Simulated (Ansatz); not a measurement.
CH$_{5}$BO$_{3}$ (`OBOCO`). Total charge 0; spin multiplicity 1.

```
atom    x (Å)    y (Å)    z (Å)
  O1   1.4722   1.9101  -0.0255
  B2   0.9637   0.6669  -0.2078
  O3  -0.3861   0.5412  -0.1466
  C4  -0.9818  -0.7297  -0.2101
  O5  -1.1321  -1.2891   1.0509
  H6   2.4272   1.9318  -0.0998
  H7   1.6641  -0.2852  -0.4318
  H8  -0.3584  -1.4250  -0.7786
  H9  -1.9448  -0.5918  -0.7131
 H10  -1.7239  -0.7291   1.5624
```

Task: Give the diagnostics of a CCSD(T)/def2-TZVPP run (frozen core, the Gaussian-basis code of Ansatz). (An estimate is asked.)

Result: Ansatz gave: T1 = 0.0126, largest single amplitude 0.028, largest double 0.012, (T) share of the correlation energy 3.5 %, 9 CCSD cycles. The RHF solution is stable towards an unrestricted one. T1 lies under the customary mark of 0.02 for closed shells.
